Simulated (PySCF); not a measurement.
Si(All)(F)2(H) (C3H6F2Si), SMILES C=CC[SiH](F)F.

The structure is a stationary point at B3LYP-D3(BJ)/def2-SVP. The values are those of a single conformer.

Method: TDA-LC-ωPBE/def2-SVPD in PySCF.

Vertical excitations. Isolated molecule, no solvent.

| state | energy (eV) | λ (nm) | f | main pairs |
|---|---|---|---|---|
| S1 | 7.44 | 167 | 0.407 | HOMO→LUMO 90 % |
| S2 | 7.89 | 157 | 0.050 | HOMO→LUMO+2 53 %, HOMO→LUMO+1 29 %, HOMO→LUMO+3 9 % |
| S3 | 8.31 | 149 | 0.004 | HOMO−2→LUMO 55 %, HOMO−1→LUMO 28 % |
| S4 | 8.47 | 146 | 0.051 | HOMO→LUMO+3 64 %, HOMO→LUMO+1 15 % |
| S5 | 8.67 | 143 | 0.005 | HOMO→LUMO+1 27 %, HOMO→LUMO+2 21 %, HOMO→LUMO+6 9 %, HOMO→LUMO+5 8 % |
| S6 | 8.92 | 139 | 0.102 | HOMO→LUMO+4 66 %, HOMO→LUMO+5 14 % |
| S7 | 9.02 | 137 | 0.102 | HOMO→LUMO+5 42 %, HOMO→LUMO+4 14 %, HOMO→LUMO+1 9 %, HOMO→LUMO+6 7 % |
| S8 | 9.16 | 135 | 0.008 | HOMO−3→LUMO 38 %, HOMO−1→LUMO 21 %, HOMO−2→LUMO 11 % |
| S9 | 9.60 | 129 | 0.007 | HOMO−3→LUMO 24 %, HOMO−1→LUMO 20 %, HOMO→LUMO+5 7 %, HOMO−1→LUMO+3 7 % |
| S10 | 9.72 | 128 | 0.028 | HOMO→LUMO+6 55 %, HOMO→LUMO+7 12 % |
| T1 | 4.09 | 303 | 0 | HOMO→LUMO 77 % |
| T2 | 7.56 | 164 | 0 | HOMO→LUMO+2 37 %, HOMO→LUMO+3 15 %, HOMO−1→LUMO 12 %, HOMO→LUMO+1 11 % |
| T3 | 7.71 | 161 | 0 | HOMO−2→LUMO 42 %, HOMO−1→LUMO 27 %, HOMO→LUMO+2 11 % |
| T4 | 7.96 | 156 | 0 | HOMO−2→LUMO 21 %, HOMO→LUMO+1 14 %, HOMO→LUMO+3 13 %, HOMO→LUMO+5 11 % |
Triplets are in the Tamm–Dancoff approximation.
